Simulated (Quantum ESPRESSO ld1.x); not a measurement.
Rb II, configuration [Kr].

Calculated with ld1.x of Quantum ESPRESSO 7.5: Dirac Kohn-Sham, LDA (Slater exchange, Perdew-Zunger correlation), spin-unpolarised, spherical densities, point nucleus.

Energy parts (eV):
| part | energy |
|---|---|
| total | -81029 |
| kinetic | 83310 |
| electron-nucleus | -195540 |
| Hartree | 33843 |
| exchange-correlation | -2642 |

Orbitals (lengths in bohr, moments of r in powers of bohr; <r^-3> diverges for s and p1/2):
orbital,occ.,eigenvalue (eV),<r>,<r^-3>,small-component weight
1s1/2,2,-15010.2,0.04034,-,1.80e-02
2s1/2,2,-2010.27,0.1778,-,3.60e-03
2p1/2,2,-1825.41,0.1524,-,3.60e-03
2p3/2,4,-1764.74,0.1565,1564,3.51e-03
3s1/2,2,-302.713,0.5115,-,8.95e-04
3p1/2,2,-236.467,0.5123,-,8.45e-04
3p3/2,4,-227.331,0.5229,237.8,8.19e-04
3d3/2,4,-110.937,0.5235,31.76,7.02e-04
3d5/2,6,-109.385,0.5273,30.60,6.95e-04
4s1/2,2,-37.7713,1.451,-,1.58e-04
4p1/2,2,-22.4034,1.688,-,1.18e-04
4p3/2,4,-21.4961,1.726,23.63,1.14e-04

The highest occupied level is 4p3/2 at -21.496 eV. For comparison, the ionisation energy in NIST's Atomic Spectra Database is 27.290 eV (measured). In exact Kohn-Sham theory the highest level is minus the ionisation energy, but local and semilocal functionals leave it too shallow, through self-interaction and a potential that decays too fast; potentials with the right tail come closer.
